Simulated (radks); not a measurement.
Results of a calculation; reference values are marked as such.
Species: W. Configuration: [Xe] 4f14 5d3.5 6s1.5 6p1 (fractional occupations, a model configuration).

Code: a radial shooting solver on a logarithmic mesh with Libxc functionals. Model: scalar-relativistic Kohn-Sham, LDA (Slater exchange, Perdew-Wang correlation), spin-polarised, spherical densities, point nucleus; open shells are filled with parallel spins first (spin-orbit coupling, left out, can overturn this in heavy ions).

Energy parts (eV):
| part | energy |
|---|---|
| total | -439002.17 |
| kinetic | 483689.37 |
| electron-nucleus | -1085587.53 |
| Hartree | 171420.59 |
| exchange-correlation | -8524.61 |

Orbitals (lengths in bohr, moments of r in powers of bohr; r(max) is where P^2 peaks; r(90%) holds 90 % of the orbital's charge):
orbital  occ.  eigenvalue (eV)   r(max)      <r>  r(90%)
1s up       1        -69442.06  0.01146  0.01835  0.0334
1s down     1        -69442.04  0.01146  0.01835  0.0334
2s up       1        -11988.78  0.06571  0.07761   0.120
2s down     1        -11988.62  0.06571  0.07761   0.120
2p up       3        -10488.66  0.05389  0.06946   0.113
2p down     3        -10488.53  0.05389  0.06946   0.113
3s up       1        -2762.421   0.1854   0.2012   0.295
3s down     1        -2762.353   0.1854   0.2012   0.295
3p up       3        -2318.279   0.1835   0.2014   0.301
3p down     3        -2318.207   0.1835   0.2014   0.301
3d up       5        -1806.673   0.1493   0.1824   0.283
3d down     5        -1806.563   0.1493   0.1824   0.283
4s up       1        -571.1553   0.4207   0.4498   0.646
4s down     1        -571.0036   0.4207   0.4498   0.646
4p up       3        -425.4141   0.4413   0.4783   0.695
4p down     3        -425.2591   0.4413   0.4783   0.695
4d up       5        -240.7282   0.4522   0.5117   0.768
4d down     5        -240.5363   0.4522   0.5115   0.767
4f up       7         -36.0222   0.4280   0.6093    1.01
4f down     7         -35.6460   0.4278   0.6054    1.00
5s up       1         -82.3226   0.9626    1.068    1.54
5s down     1         -80.9388   0.9596    1.062    1.53
5p up       3         -46.5133    1.092    1.249    1.83
5p down     3         -44.7249    1.087    1.240    1.81
5d up     3.5          -7.5023    1.487    1.962    3.10
5d down     0          -5.2139    1.470    2.004    3.22
6s up       1          -7.8630    2.559    2.996    4.41
6s down   0.5          -5.9500    2.624    3.160    4.72
6p up       1          -2.7179    3.447    4.218    6.38
6p down     0          -1.5781    3.789    4.852    7.53

The highest occupied level is 6p up at -2.718 eV. The configuration is held as typed, so some empty levels lie below it. Summed over all electrons, <r^2> = 78.04 bohr^2, which gives a Langevin (diamagnetic) susceptibility term of -61.8 x 10^-6 cm^3/mol.
